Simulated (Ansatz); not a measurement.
Reaction (substitution at a C–C bond): `C#CC#C` + `O[SiH2]F` → `C#CO[SiH2]F` + acetylene

Computed with Ansatz on PBE0-D4/def2-TZVP structures; ΔE is electronic, products minus reactants. CCSD(T)/CBS is the MP2 limit (def2-TZVPP, def2-QZVPP) plus CCSD(T) − MP2 in def2-TZVPP, frozen cores. This one scheme is used for every species. DFT in def2-TZVPP. Each species was taken in one conformer, which may not be the lowest.

`C#CC#C`:

Cartesian coordinates in Å:
```
C -0.508 0.082 1.815
C -0.184 0.029 0.656
C 0.184 -0.029 -0.656
C 0.508 -0.082 -1.815
H -0.795 0.128 2.839
H 0.795 -0.128 -2.839
```

`O[SiH2]F`:

Z-matrix (Å, degrees):
```
Si
F 1 1.596
O 1 1.630 2 111.0
H 1 1.482 2 106.0 3 121.4
H 1 1.474 2 108.2 3 -116.3
H 3 0.958 1 119.1 2 71.8
```

`C#CO[SiH2]F`:

Cartesian coordinates in Å:
```
C -0.011 -0.611 -2.208
C 0.241 0.025 -1.225
O 0.522 0.722 -0.171
Si -0.046 0.292 1.336
F 0.535 1.407 2.297
H -0.227 -1.166 -3.088
H 0.505 -1.022 1.714
H -1.519 0.353 1.343
```

`C#C`:

```xyz
4

C     0.026   -0.354   -0.482
C    -0.026    0.354    0.482
H     0.071   -0.984   -1.339
H    -0.071    0.984    1.339
```

CCSD(T)/CBS gives +110.0 kJ/mol.

(1) Another level gave +119.4 kJ/mol. Which?
A. BHLYP-D4/def2-TZVPP
B. LC-ωPBE/def2-TZVPP
C. MP2/def2-TZVPP
D. SCS-MP2/def2-TZVPP

Largest T1 diagnostic among the species: 0.014.

Results:

(1) C. MP2/def2-TZVPP 119.4, BHLYP-D4 104.9, SCS-MP2/def2-TZVPP 112.3, LC-ωPBE 98.2 kJ/mol.

At CCSD(T), def2-SVP lies −8.5 kJ/mol from the extrapolated value and def2-TZVPP −2.2 kJ/mol. Leaving LDA and LC-ωPBE aside and taking each functional with its dispersion term where it has one, the values, not all of them listed here, spread over 24.1 kJ/mol, from ωB97X-V to B97M-V. From r2SCAN to r2SCAN0 (25 % exact exchange), in def2-TZVPP and without D4, ΔE moves by −6.3 kJ/mol.
